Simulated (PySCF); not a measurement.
Assignment exercise: C4H5F5O

Geometry:
```tsv
atom	x (Å)	y (Å)	z (Å)
C1	-2.557	-0.199	-0.281
O2	-1.438	0.387	0.344
C3	-0.227	-0.158	-0.085
C4	0.906	0.551	0.659
F5	0.902	1.879	0.420
F6	0.793	0.400	1.995
C7	2.290	-0.008	0.231
F8	2.475	0.152	-1.083
F9	2.365	-1.319	0.479
F10	3.296	0.583	0.858
H11	-2.616	-1.271	-0.066
H12	-3.427	0.306	0.132
H13	-2.526	-0.052	-1.367
H14	-0.076	-0.008	-1.166
H15	-0.165	-1.235	0.141
```

Calculated, not measured (PySCF): geometry: GFN2-xTB, shieldings: GIAO PBE0/pcSseg-1. Averaged over atoms made equivalent by symmetry, fast rotation or ring inversion, no solvent, a single conformation, non-relativistic.

Scale: TMS for ¹³C, ¹H (reference shieldings calculated alike).

Task: Assign these signals to the numbered atoms. ¹³C{¹H} NMR (computed): δ 128.7, 121.0, 74.6, 61.9.

Result: 
```tsv
δ (ppm)	atoms	environment	reason
128.7	C7	CF3 carbon	3 electronegative neighbours deshield it
121.0	C4	fully substituted sp3 carbon bonded to 2 F	2 electronegative neighbours deshield it
74.6	C3	sp3 CH2 bonded to O	deshielded by the electronegative neighbour
61.9	C1	methyl carbon bonded to O	deshielded by the electronegative neighbour
```

Task: Assign these signals to the numbered atoms. ¹H NMR (400 MHz, computed): δ 3.88 (m, 2H), 3.63 (s, 3H).

Result: 
| δ (ppm) | atoms | environment | reason |
| --- | --- | --- | --- |
| 3.88 | H14/H15 | hydrogen on an sp3 CH2 bonded to O | its carbon carries O, an electronegative neighbour |
| 3.63 | H11/H12/H13 | hydrogen on a methyl carbon bonded to O | its carbon carries O, hence the downfield position |

Splittings by ¹⁹F in the carbon and heteronuclear signals aren't shown, as no couplings were computed. Shifts are as computed. Against solution values, carbons near 30 ppm lie about +3 ppm off and those near 130 ppm about +5 ppm. Of 1211 compounds with measured shifts, 218 miss one by over three times the rms of a fit or turn the order of signals round; such compounds aren't used in these exercises. Multiplicities follow the n + 1 count of equivalent neighbours, as no J values were calculated; m marks all less simple cases, F and P coupling included.
